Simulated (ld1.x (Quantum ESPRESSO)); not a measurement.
O: variants of one PAW potential

Base potential:

| Quantity | Value |
| --- | --- |
| Element | O |
| Generator | ld1.x (Quantum ESPRESSO) 7.5 |
| Type | PAW |
| Functional | PBE |
| Relativity | scalar-relativistic |
| Frozen core | [He] |
| Valence charge | 6 |
| Reference configuration | 2s2 2p4 |
| Partial waves | 2s (bound): rcut 0.60, rcutus 0.75 bohr; 2s channel at -1.3 Ry: rcut 0.60, rcutus 0.75 bohr; 2p (bound): rcut 0.90, rcutus 1.25 bohr; 2p channel at 0.65 Ry: rcut 0.90, rcutus 1.25 bohr |
| Local potential | all-electron potential smoothed inside 0.80 bohr (lloc = -2) |
| Core correction | a·sin(br)/r model core inside 0.65 bohr |
| Augmentation charge | BESSEL, radius 0.55 bohr |

Cutoffs, loose and tight: the cutoffs (Ry, on a coarse ladder) from which the occupation-weighted sum of valence levels, in a spherical-Bessel basis at the reference potential, stays within 10 and 1 mRy of its value at 400 Ry. They do not see the model core or the augmentation charge, which bear on the density cutoff. Test errors are all-electron minus pseudo excitation energies from the reference, over the configurations 2s2 2p3; 2s2 2p2; 2s2 2p1; 2s1 2p5; 2s0 2p6; 2s2 2p0; 2s2 2p4.3. A dash means not determined; rows that change the core or the reference have their own tests. The largest error is taken over the tests solved by every variant that gives reliable tests at all: 2s0 2p6; 2s1 2p5; 2s2 2p1; 2s2 2p2; 2s2 2p3.

Cutoffs are not given where the Bessel-basis levels miss the radial ones by over 6 mRy, ghosts where they miss by over 20 mRy; a channel whose overlap is not positive is not tested.

A file whose overlap is not positive is unfit for use, and its test errors describe a broken file.

```csv
change,outcome,"cutoff, loose","cutoff, tight",bound ghosts,largest test error (meV)
base,generated,55 Ry,90 Ry,none,-24
local potential all-electron potential smoothed inside 0.54 bohr (lloc = -2),generated,55 Ry,90 Ry,none,-12
local potential all-electron potential smoothed inside 0.76 bohr (lloc = -2),generated,55 Ry,90 Ry,none,-19
local potential all-electron potential smoothed inside 0.92 bohr (lloc = -2),generated,55 Ry,90 Ry,none,+20
local potential all-electron potential smoothed inside 1.08 bohr (lloc = -2),generated,55 Ry,90 Ry,none,-16
local potential all-electron potential smoothed inside 1.26 bohr (lloc = -2),generated,55 Ry,90 Ry,none,-31
local potential all-electron potential smoothed inside 1.46 bohr (lloc = -2),"generated, overlap not positive",–,–,not determined (overlap not positive),+92
```

Reading the sweep of the rcloc (base included, trends over the rows without a ghost): The loose cutoff stays near 55 Ry.
